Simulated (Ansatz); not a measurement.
CH5O, charge +1, singlet, geometry from GFN2-xTB; CCSD(T)/6-31G* (Ansatz, an electronic-structure program).

Here is a job for Ansatz.
Ansatz 0.2 input:
```yaml
crystal:
  periodic: [false, false, false]
  atoms:
    - {symbol: C, position_ang: [-0.01927668, 0.75112854, 0.00090995]}
    - {symbol: O, position_ang: [-0.01945091, -0.71002909, 0.07309383]}
    - {symbol: H, position_ang: [-1.05393514, 1.08479565, 0.06211764]}
    - {symbol: H, position_ang: [0.89956319, -1.05604335, 0.06619891]}
    - {symbol: H, position_ang: [0.52546643, 1.12435414, 0.86667889]}
    - {symbol: H, position_ang: [0.43988827, 1.11244731, -0.91822338]}
    - {symbol: H, position_ang: [-0.53971541, -1.09209225, -0.66698245]}
basis:
  gaussian:
    orbitals: 6-31G*
total_charge: 1
magnetization: {spin_polarized: false}
correlation: {method: ccsd_t}
```

Output, abridged:

```
Functional definition: HF
431 factors; integrals over basis functions are off by at most 6.0e-4 eV
mean field evaluation 1: about -3135.4025 eV, gradient 4.0e1 eV
mean field evaluation 2: about -3135.4018 eV, gradient 4.0e1 eV
mean field evaluation 4: about -3138.3970 eV, gradient 2.5e0 eV
mean field evaluation 8: about -3138.4137 eV, gradient 4.8e-5 eV
mean field evaluation 16: about -3138.4154 eV, gradient 1.2e-1 eV
mean field -3138.41369090 eV, -115.3345758474 hartree, gradient 2.0e-6 eV, S^2 0.000000; 0 other end points of the search recorded, 0 dependent functions left out
2 core orbitals not correlated
reference -3138.41369090 eV, -115.3345758474 hartree; 7, 7 occupied and 31, 31 virtual orbitals, 431 factors
second order -8.39598221 eV of doubles, -0.00000000 eV of singles
cycle   1  -8.78900316 eV  change   -3.9e-1 eV  update   5.5e-2
cycle   2  -9.02242758 eV  change   -2.3e-1 eV  update   1.6e-2
cycle   3  -9.05961591 eV  change   -3.7e-2 eV  update   5.6e-3
cycle   4  -9.06007171 eV  change   -4.6e-4 eV  update   1.3e-3
cycle   5  -9.06067223 eV  change   -6.0e-4 eV  update   3.9e-4
cycle   6  -9.06060848 eV  change    6.4e-5 eV  update   1.3e-4
cycle   7  -9.06054742 eV  change    6.1e-5 eV  update   4.0e-5
cycle   8  -9.06055300 eV  change   -5.6e-6 eV  update   1.3e-5
perturbative correction -0.16117276 eV, -0.0059229898 hartree
Total energy: -3147.63541667 eV, -115.6734680186 hartree
```
